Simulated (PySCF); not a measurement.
CF2 (SMILES F[C]F), singlet, geometry from GFN2-xTB. Base run: HF/def2-SVPD, polarisability (PySCF).

Input for PySCF:
```python
from pyscf import gto, scf
from pyscf.prop import polarizability

mol = gto.Mole()
mol.atom = '''
    F    -1.034387   -0.205690    0.027185
    C    -0.003952    0.589579    0.034005
    F     1.037022   -0.187362   -0.049854
'''
mol.basis = 'def2-svpd'
mol.charge = 0
mol.spin = 0
mol.verbose = 4
mol.build()

mf = scf.RHF(mol)
mf.kernel()
alpha = mf.Polarizability().polarizability()[2, 2]
print('alpha_zz =', alpha)
```

Each row names what was changed in the base input (with any setting that the change needs).

```csv
change,alpha_zz (bohr³),basis functions
base,13.50,66
basis = cc-pVTZ,11.41,90
functional = camb3lyp,14.66,66
finite field (a.u.) = 0.001; conv_tol = 1e-11,13.50,66
basis = 6-31+G*,12.05,54
basis = def2-TZVP,12.02,93
finite field (a.u.) = 2e-4; conv_tol = 1e-6,13.32,66
functional = pbe,15.27,66
finite field (a.u.) = 0.005; conv_tol = 1e-11,13.50,66
functional = pbe0,14.55,66
basis = 6-31G*,9.72,42
finite field (a.u.) = 0.001; conv_tol = 1e-6,13.39,66
```

Finite-field rows take the second difference of the energy in a field along z; a small field with loose convergence shows SCF noise divided by the square of the field, and a large one adds hyperpolarisability.
